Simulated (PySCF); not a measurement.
## Partners of Ca2+

Gas-phase complexes of Ca2+ (charge +2), each in one structure from a short search with a few starts, optimised by PBE0-D3(BJ)/def2-TZVPD; other ways of binding may lie lower. Energies in kcal/mol, wB97M-D3(BJ)/def2-TZVPD, counterpoise-corrected (PySCF): interaction is complex less parts frozen as they stand in it, binding adds what it costs to deform them. Contacts are written partner···Ca2+; electrostatic, Pauli and orbital are terms of the uncorrected same energy, whose rest is dispersion or correlation.

Frequency runs check only 4 of the 5 structures; these show no clear imaginary mode.

Order these partners of Ca2+ by binding energy, strongest first: acetonitrile, methanol, hydrogen fluoride, water, ammonia.

acetonitrile (-81.9), methanol (-66.5), ammonia (-65.9), water (-56.7), hydrogen fluoride (-38.9).
```tsv
partner	contact	distance (Å)	binding	interaction	electrostatic	Pauli	orbital
acetonitrile	N···Ca	2.22	-81.9	-82.5	-71.0	39.1	-49.4
methanol	O···Ca	2.17	-66.5	-68.1	-58.7	34.5	-42.4
ammonia	N···Ca	2.36	-65.9	-66.3	-64.8	34.6	-34.8
water	O···Ca	2.22	-56.7	-56.9	-51.7	26.8	-31.0
hydrogen fluoride	F···Ca	2.19	-38.9	-39.3	-31.3	15.5	-22.9
```

Multiply charged ions in the gas phase bind far more strongly than in solution.
